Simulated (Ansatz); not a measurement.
Basis sets compared for the cluster Sn₂F₃. Total charge 0; doublet. Geometry PBE0-D4/def2-SVP. Ansatz on 4 threads of Arm Neoverse V2 on a shared host; times are rough, and most runs start from earlier orbitals.

```xyz
5

Sn    0.333   -1.332   -1.561
Sn   -0.039    1.271    0.685
F    -1.006    0.268   -0.935
F     1.391   -0.104   -0.107
F    -0.679   -0.102    1.918
```

In the def2 sets Sn takes a core potential; there is no spin–orbit coupling. The structure comes from a short search, and lower isomers may exist.

Binding counts from free atoms (Sn triplet, F doublet) in the same basis, without a counterpoise term.

```
           level  functions  energy (Eh)  HOMO (eV)  LUMO (eV)  binding per atom (eV)  wall time
 PBE-D4/def2-SVP         94    -727.7594      -3.61      -2.74                   3.55      1.4 s
PBE0-D4/def2-SVP         94    -727.7639      -4.65      -1.99                   3.31      2.1 s
```

**Question.** Estimate the rows for PBE-D4/def2-TZVP (with forces), PBE0-D4/def2-TZVP.

**Answer.** 
| level | functions | energy (Eh) | HOMO (eV) | LUMO (eV) | binding per atom (eV) | wall time |
| --- | --- | --- | --- | --- | --- | --- |
| PBE-D4/def2-TZVP (with forces) | 193 | -728.1581 | -3.74 | -2.95 | 3.55 | 3.2 s |
| PBE0-D4/def2-TZVP | 193 | -728.1578 | -4.75 | -2.20 | 3.33 | 4.9 s |
